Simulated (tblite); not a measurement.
C3H7GeN3S.
Atom-mapped SMILES: `[CH3:1][S:2][c:3]1[cH:4][n:5][n:6]([GeH3:7])[n:8]1` (hydrogens: H9, H10, H11 on C1; H12 on C4; H13, H14, H15 on Ge7)

Computed with GFN2-xTB (tblite), gas phase: L-BFGS steps from a force-field or distance-geometry start until the largest atomic force falls under 0.01 eV/Å.

Geometry at step 64:
```
atom  x, y, z in Å
C1     -3.0115    0.4886    0.6357
S2     -2.3523   -0.9855   -0.1918
C3     -0.6337   -0.7735    0.0419
C4      0.2886   -1.7569    0.4458
N5      1.4806   -1.2030    0.4580
N6      1.2941    0.0522    0.0776
Ge7     2.8044    0.9569   -0.4715
N8      0.0361    0.3462   -0.1928
H9     -2.9417    0.3573    1.7108
H10    -4.0543    0.5505    0.3424
H11    -2.4643    1.3626    0.3092
H12     0.1230   -2.7842    0.6835
H13     3.8340   -0.0887   -0.2648
H14     2.6054    1.3029   -1.9110
H15     2.9871    2.1826    0.3628
```

Task: What forces act on the atoms?

Result: 
```csv
atom,Fx (eV/Å),Fy (eV/Å),Fz (eV/Å)
C1,-0.071,0.009,0.009
S2,-0.012,-0.153,-0.023
C3,-0.049,-0.070,0.041
C4,-0.061,0.015,-0.016
N5,-0.010,0.017,-0.180
N6,0.069,0.032,-0.047
Ge7,-0.020,0.010,-0.001
N8,0.130,0.007,0.057
H9,0.053,0.019,0.043
H10,-0.012,0.054,-0.020
H11,0.051,0.068,-0.044
H12,-0.036,-0.054,0.088
H13,0.062,0.027,0.047
H14,-0.045,0.028,0.040
H15,-0.050,-0.009,0.005
```

The largest, 0.18 eV/Å, acts on N5; the rms over all components is 0.057 eV/Å. The forces sum to zero within rounding, as they must for an isolated molecule in no field.

Task: Give the force on N5 in Eh/bohr and in nN.

Result: 0.181 eV/Å ÷ 51.422 = 0.00352 Eh/bohr, and 0.181 eV/Å × 1.602 = 0.29 nN.

Task: How far is this geometry from the end of the optimisation?

Result: 0.158 eV above it, and 0.549 Å rms away after alignment. The bonds farthest from their final lengths, with half the difference of the two atoms' forces along the bond (positive lengthens):

| bond | now (Å) | final (Å) | force along bond (eV/Å) |
| --- | --- | --- | --- |
| N6–Ge7 | 1.844 | 1.833 | -0.05 |
| S2–C3 | 1.747 | 1.736 | -0.01 |
| N5–N6 | 1.325 | 1.318 | -0.02 |
| N6–N8 | 1.320 | 1.324 | -0.04 |
| Ge7–H15 | 1.494 | 1.490 | -0.01 |
| C1–H11 | 1.082 | 1.085 | +0.06 |

The angle farthest from its final value is N5–N6–Ge7, 115.8° against 123.8°.

Of the 2 listed bonds off by 0.010 Å or more, this force points towards the final length in 2.

The cost below is that of the whole relaxation. On one thread, AMD EPYC (x86_64), shared host, this took 3.2 s.
